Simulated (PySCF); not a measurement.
TiClO, SMILES [O]=[Ti][Cl] (connectivity only; charge and spin as stated), neutral, multiplicity 2. Geometry optimised at B3LYP-D3(BJ)/def2-TZVP. The spin state was assumed, not searched. The isomer is the one that the SMILES or the coordinates give; other isomers of the formula were not compared.

Computed with B3LYP-D3(BJ)/def2-TZVP run with PySCF 2.14.0.

Harmonic wavenumbers (cm⁻¹): 109, 400, 1040. Rotational constants (GHz): 38.20, 2.986, 2.770; symmetry number 1.

### Question
Work out the zero-point energy and the ideal-gas rigid-rotor harmonic-oscillator thermochemistry at 298.15 K and 1 atm.

### Answer
ZPE = ½ Σ hcν = ½ × 1548 cm⁻¹ = 9.26 kJ/mol. H − E(el) = 21.96 kJ/mol. Entropy in J/(mol K): translation 166.09, rotation 102.23, vibration 18.13, spin 5.76, total 292.22. G − E(el) = -65.17 kJ/mol. Cp = 48.94 J/(mol K). Modes under 150 cm⁻¹ make the vibrational entropy uncertain.
